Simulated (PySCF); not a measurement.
Cl2Pb, SMILES [Cl][Pb][Cl] (connectivity only; charge and spin as stated), charge +1, multiplicity 2.

The structure is a stationary point at B3LYP-D3(BJ)/def2-TZVP. The spin state was assumed, not searched. The isomer is the one that the SMILES or the coordinates give; other isomers of the formula were not compared. The def2 effective core potentials stand for the cores of Pb; spin–orbit coupling is left out.

Method: TDA-PBE0/def2-SVPD (PySCF 2.14.0).

Vertical excitations. Isolated molecule, no solvent.

Q: Give excitation energies, oscillator strengths and character. (An estimate is asked for; the answer gives what the named calculation found.)

A: 
| state | energy (eV) | λ (nm) | f | main pairs |
|---|---|---|---|---|
| root 1 | 1.31 | 949 | 0.000 | β HOMO→LUMO 100 % |
| root 2 | 2.22 | 559 | 0.007 | β HOMO−1→LUMO 89 % |
| root 3 | 2.28 | 543 | 0.000 | β HOMO−2→LUMO 99 % |
| root 4 | 2.44 | 509 | 0.000 | β HOMO−3→LUMO 99 % |
| root 5 | 3.49 | 355 | 0.080 | α HOMO−1→LUMO 8 %, β HOMO−4→LUMO 68 %, β HOMO→LUMO+1 13 % |
| root 6 | 4.16 | 298 | 0.000 | α HOMO→LUMO 100 % |
| root 7 | 4.16 | 298 | 0.005 | α HOMO−1→LUMO 33 %, β HOMO→LUMO+1 64 % |
| root 8 | 4.42 | 280 | 0.000 | α HOMO−2→LUMO 28 %, β HOMO−1→LUMO+1 65 % |
| root 9 | 4.78 | 259 | 0.039 | α HOMO−1→LUMO 55 %, β HOMO→LUMO+1 19 %, β HOMO−4→LUMO 8 %, β HOMO−1→LUMO+2 7 % |
| root 10 | 4.95 | 250 | 0.007 | α HOMO−2→LUMO 50 %, β HOMO−1→LUMO+1 34 %, β HOMO−4→LUMO+1 15 % |
Unrestricted roots are not spin-pure.
